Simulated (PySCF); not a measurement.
Members of one series of related molecules.

All values: CAM-B3LYP/def2-SVPD (PySCF) at GFN2-xTB geometries, gas phase, one conformer each. Core orbitals are frozen in the response; Δα² is half the sum of the squared differences of the principal polarisabilities.

**Question.** Rank by mean static polarisability, highest first.
A. `[SiH3]n1ncc(Cl)n1`
B. `CC(=O)C1=NN([SiH3])N=C1`
C. `n1c(cnn1[SiH3])C#C`
D. `CC1=NN([SiH3])N=C1`
E. `COc1cnn([SiH3])n1`

**Answer.** B (14.07 Å³), C (13.68 Å³), E (12.56 Å³), A (12.07 Å³), D (11.84 Å³).

**Question.** Rank by HOMO energy, lowest first.
A. `C#CC1=NN([SiH3])N=C1`
B. `COc1cnn([SiH3])n1`
C. `[SiH3]n1ncc(Cl)n1`
D. `CC1=NN([SiH3])N=C1`
E. `CC(=O)c1cnn([SiH3])n1`

**Answer.** E (-9.11 eV), C (-8.96 eV), D (-8.79 eV), A (-8.58 eV), B (-8.25 eV).

All values together:

| SMILES | formula | μ (D) | HOMO (eV) | LUMO (eV) | α (Å³) | Δα (Å³) | electrons | α per electron (Å³) |
| --- | --- | --- | --- | --- | --- | --- | --- | --- |
| COc1cnn([SiH3])n1 | C3H7N3OSi | 1.41 | -8.25 | 0.84 | 12.56 | 5.93 | 68 | 0.185 |
| CC(=O)c1cnn([SiH3])n1 | C4H7N3OSi | 3.82 | -9.11 | -0.50 | 14.07 | 7.99 | 74 | 0.190 |
| Cc1cnn([SiH3])n1 | C3H7N3Si | 0.46 | -8.79 | 0.81 | 11.84 | 5.91 | 60 | 0.197 |
| [SiH3]n1ncc(Cl)n1 | C2H4ClN3Si | 1.66 | -8.96 | 0.39 | 12.07 | 6.80 | 68 | 0.178 |
| C#Cc1cnn([SiH3])n1 | C4H5N3Si | 0.55 | -8.58 | 0.11 | 13.68 | 10.22 | 64 | 0.214 |

Conformers: `[CH3:1][O:2][c:3]1[cH:4][n:5][n:6]([SiH3:7])[n:8]1` with C1–O2–C3–C4 179°; `[CH3:1][C:2](=[O:3])[c:4]1[cH:5][n:6][n:7]([SiH3:8])[n:9]1` with C1–C2–C4–C5 180°.
